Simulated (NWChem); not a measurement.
System: SiHICl$_{2}$; SMILES Cl[SiH](Cl)I

NWChem input:

```
start job
memory heap 200 mb stack 900 mb global 1100 mb
geometry units angstroms noautoz
  Si     0.544618     0.902666     0.000000
  Cl    -0.204220     1.826828    -1.669843
  Cl    -0.204220     1.826828     1.669843
  I     -0.076955    -1.445375     0.000000
  H      2.018867     1.018635     0.000000
end
basis spherical
  * library def2-svp
end
ecp
  I library def2-ecp
end
dft
  xc xpbe96 cpbe96
  iterations 150
  mulliken
end
task dft energy
```

Structure relaxed at the PBE0/def2-SVP level. def2 effective core potentials on I; no spin-orbit coupling.

Q: What results follow from this input? (PBE/def2-SVP with def2 effective core potentials on I.) Quantities: basis functions; energy (Ha); highest occupied level (eV); orbital gap (eV); dipole (D).

A: The number of basis functions is 85. The energy (Ha) comes out as -1507.41 and the highest occupied level (eV) is -6.86. The orbital gap (eV) comes out as 4.98. The dipole (D) comes out as 0.75.
